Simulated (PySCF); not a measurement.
# Exercise with solution: oscillator strength and radiative lifetime

methoxyethene (C3H6O), SMILES C=COC.

Coordinates come from a B3LYP-D3(BJ)/def2-SVP optimisation. Other conformers were not sampled.

TDDFT-PBE/def2-SVPD run with PySCF puts the first singlet state with f over 0.02 at 5.54 eV (vertical), with the transition dipole (0.000, 0.000, -0.393) in atomic units.

Question: Find the oscillator strength, the wavelength and the radiative lifetime that this transition would have in vacuum if emission retraced absorption.

Answer: 
|μ|² = 0.1544 au, so |μ| = 1.00 D. ΔE = 5.54/27.211 = 0.2036 hartree. f = (2/3) ΔE |μ|² = 0.021 (the program prints 0.021).
λ = 1239.84/5.54 = 224 nm; ν = 44683 cm⁻¹.
Einstein's coefficient A = 0.6670 ν² f s⁻¹ (ν in cm⁻¹) = 2.8e7 s⁻¹, so τ = 1/A = 36 ns. This state is S1. The figure is the radiative limit of this one transition; relaxation, internal conversion, crossing to triplets and a medium change what is measured.
